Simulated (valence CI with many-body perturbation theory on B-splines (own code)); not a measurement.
The numbers below are computed, except where a source is named.
# A CI+MBPT run for I22+

Method: relativistic CI+MBPT: three valence electrons over a frozen Dirac-Fock core [Ar] 3d10, a basis of 11 s, 11 p, 10 d, 8 f, 5 g, 2 h functions for each j, with the one-electron correlation potential Σ1 (screened to all orders), the two-electron term Σ2, the three-electron term Σ3, Breit, model QED; selected single and double excitations, second order for the rest, scaled by the run's own slope (own B-spline code, finite nucleus).

Command, and the settings that its task file holds:

```sh
python run_cv.py task.json out
```

```
atom I  Z=53  mass_number=127  rms_radius_fm=4.7500
core [Ar] 3d10
valence 4s2 4p1
avg = 1
basis = M
breit = 1
cap = 32000
capref = 2000
cscale = 1
de = 0.0
dress = 0
eps = 2e-08
extrap = 1
h = 0.27
hh = 1
l2 = 3
lcore = 6
maxit = 60
n2 = 5
natural = 1
nlev = 150
nno = [5, 5, 5, 4, 2, 1]
nroot = 36
nsp = [6, 6, 5, 4, 3, 1]
pt2 = 1
qed = 1
rpa = 1
s1 = 1
s2 = 1
s3 = 1
screen = 1
tol = 2e-05
whole = 1
```

Q: Roughly how long does this run take on one core of Arm Neoverse V2, and how much memory?

A: 97 s on 1 thread of Arm Neoverse V2 (shared host), peak memory 0.82 GiB.

Log. The first blocks belong to the next ion, which gives the ionisation energy. Fields: 2J, parity (1 odd), roots, reference size, generating configurations, candidates as configurations/state functions, variational space P, stored matrix elements, Davidson steps; e2 is the range of second-order energies in hartree. The first line gives the box (bohr), its intervals, the orbitals and the steps of their self-consistent field. Window is the range of levels sought, series limit the energy at which the first omitted orbital would enter, core excitation an estimate of the first excitation out of the core, left out the lowest levels not solved, and shifts from estimates the range by which levels moved from their first estimate, all in cm⁻¹.

```
rmax 10.1 intervals 62 orbitals 83 references ['4s2 4p', '4s 4p2', '4s2 4d', '4p3', '4s 4p 4d'] scf 4 t 1.1
2J=0 par=0 roots 2 ref 19 generators 4 cand 382/382 P 401/401 nnz 0 it 0
2J=0 par=0 roots 2 ref 19 generators 7 cand 13/13 P 414/414 nnz 0 it 0
   second order: generators 9 cand 2/2 e2 -0.00000 -0.00000
reference levels 1215, estimated 552, window 2541646 1/cm; series limit 4337620, core excitation 4666928
2J=1 par=1 roots 18 ref 90 generators 33 cand 2405/3712 P 4269/6397 nnz 4.7e+06 it 5
2J=1 par=1 roots 18 ref 90 generators 45 cand 3818/5961 P 8087/12358 nnz 1.4e+07 it 8
   second order: generators 64 cand 11138/17706 e2 -0.00003 -0.00000
2J=3 par=1 roots 29 ref 148 generators 38 cand 910/1992 P 3114/6398 nnz 5.2e+06 it 5
2J=3 par=1 roots 29 ref 148 generators 61 cand 6005/13519 P 9119/19917 nnz 3.7e+07 it 8
   second order: generators 85 cand 15274/36454 e2 -0.00007 -0.00000
2J=1 par=0 roots 14 ref 74 generators 32 cand 2170/3240 P 4315/6391 nnz 4.7e+06 it 5
2J=1 par=0 roots 14 ref 74 generators 38 cand 2641/4164 P 6956/10555 nnz 1.1e+07 it 5
   second order: generators 53 cand 13130/20858 e2 -0.00003 -0.00000
2J=3 par=0 roots 21 ref 118 generators 35 cand 1094/2094 P 3517/7247 nnz 6.4e+06 it 5
2J=3 par=0 roots 21 ref 118 generators 48 cand 5413/12829 P 8930/20076 nnz 3.7e+07 it 7
   second order: generators 70 cand 16467/37988 e2 -0.00010 -0.00000
2J=5 par=0 roots 23 ref 126 generators 33 cand 1056/2089 P 3192/7253 nnz 6.6e+06 it 5
2J=5 par=0 roots 23 ref 126 generators 45 cand 6053/16493 P 9245/23746 nnz 5.3e+07 it 10
   second order: generators 72 cand 16997/47646 e2 -0.00008 -0.00000
2J=5 par=1 roots 28 ref 157 generators 29 cand 828/2118 P 2772/6390 nnz 5.4e+06 it 5
2J=5 par=1 roots 28 ref 157 generators 52 cand 5932/15663 P 8704/22053 nnz 5e+07 it 9
   second order: generators 77 cand 16358/45995 e2 -0.00003 -0.00000
2J=7 par=1 roots 21 ref 133 generators 20 cand 1289/3104 P 2778/6387 nnz 5.4e+06 it 5
2J=7 par=1 roots 21 ref 133 generators 35 cand 5195/14405 P 7973/20792 nnz 4.6e+07 it 10
   second order: generators 59 cand 14956/47967 e2 -0.00003 -0.00000
2J=9 par=1 roots 11 ref 86 generators 14 cand 1778/3813 P 3055/6397 nnz 5.5e+06 it 5
2J=9 par=1 roots 11 ref 86 generators 29 cand 3383/9350 P 6438/15747 nnz 2.8e+07 it 8
   second order: generators 49 cand 13940/45093 e2 -0.00003 -0.00001
2J=7 par=0 roots 16 ref 100 generators 21 cand 1197/2239 P 2853/6397 nnz 5.2e+06 it 5
...
2J=11 par=0 roots 2 ref 33 generators 12 cand 1586/4166 P 4248/9416 nnz 1.1e+07 it 5
   second order: generators 18 cand 7319/22487 e2 -0.00005 -0.00001
2J=11 par=1 roots 5 ref 46 generators 8 cand 1806/3853 P 3242/6396 nnz 5.3e+06 it 4
2J=11 par=1 roots 5 ref 46 generators 15 cand 1813/4890 P 5055/11286 nnz 1.5e+07 it 5
   second order: generators 33 cand 12252/37922 e2 -0.00003 -0.00001
2J=13 par=1 roots 1 ref 15 generators 1 cand 584/1197 P 1530/2809 nnz 1.2e+06 it 3
2J=13 par=1 roots 1 ref 15 generators 4 cand 843/1894 P 2373/4703 nnz 3.3e+06 it 4
   second order: generators 11 cand 6288/17101 e2 -0.00002 -0.00002
left out: unestimated 3613676, estimated 2686240, shifts from estimates -4 to 42
operators 2.9
```

The Davidson iterations converged.

No measured spectrum was set against this ion. As an estimate, levels hold to about 250 cm⁻¹ or 0.2 % of their energy and the worst to 1 %, as in measured heavy ions of charge 2 to 7; those with d or f electrons hold less well.

| Property | Result |
| --- | --- |
| Valence energy | -82.72507 hartree |
| Ionisation energy | 684.93 eV (NIST: 683 ± 4 eV (theoretical)) |
| Reference configurations for the orbitals | 4s2 4p, 4s 4p2, 4s2 4d, 4p3, 4s 4p 4d |
| Radial orbitals | 83 |
| Box radius | 10.09 bohr |
| Largest variational space | 23746 |
| Lowest levels | (4s^2 4p1/2) J=1/2 0.00, (4s^2 4p3/2) J=3/2 15.51, (4s 4p1/2^2) J=1/2 47.24, (4s 4p1/2 4p3/2) J=3/2 [a] 57.34, (4s 4p1/2 4p3/2) J=5/2 61.42, (4s 4p1/2 4p3/2) J=3/2 [b] 68.40, (4s 4p1/2 4p3/2) J=1/2 72.36, (4s 4p3/2^2) J=5/2 76.37, (4s 4p3/2^2) J=1/2 87.86, (4s 4p3/2^2) J=3/2 88.81, (4s^2 4d3/2) J=3/2 103.77, (4s^2 4d5/2) J=5/2 106.52, (4p1/2^2 4p3/2) J=3/2 118.97, (4p1/2 4p3/2^2) J=3/2 130.53 eV |

Levels are named by their leading jj configuration (3d3/2^4 stands for four electrons in 3d with j = 3/2), which in mixed levels can hold well under half, so a name can repeat and another be missing. Letters in brackets count levels of one name in rising energy.
